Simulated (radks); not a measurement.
Results of a calculation; reference values are marked as such.
Q: Neutral arsenic, 33 electrons, occupied as [Ar] 3d9 4s2 4p4 (not the ground configuration). Level of theory: Dirac Kohn-Sham, PBE, spin-unpolarised, spherical densities, point nucleus; open shells fill j = l - 1/2 first (a radial shooting solver on a logarithmic mesh with Libxc functionals). Some entries of the table are withheld. Estimate them.

orbital,occ.,eigenvalue (eV),<r> (bohr)
1s1/2,2,-11728.48,0.04550
2s1/2,2,-1500.175,0.2025
2p1/2,2,-1341.635,0.1747
2p3/2,4,-1305.089,0.1784
3s1/2,2,-201.5160,0.5935
3p1/2,2,-148.1399,(1)
3p3/2,4,-143.0001,(2)
3d3/2,4,(3),0.6495
3d5/2,5,(4),0.6536
4s1/2,2,-16.6960,1.840
4p1/2,2,(5),(6)
4p3/2,2,(7),(8)

A: 
(1) 3p1/2 <r> (bohr): 0.6031
(2) 3p3/2 <r> (bohr): 0.6133
(3) 3d3/2 eigenvalue (eV): -51.6617
(4) 3d5/2 eigenvalue (eV): -50.8886
(5) 4p1/2 eigenvalue (eV): -6.6551
(6) 4p1/2 <r> (bohr): 2.311
(7) 4p3/2 eigenvalue (eV): -6.3129
(8) 4p3/2 <r> (bohr): 2.360
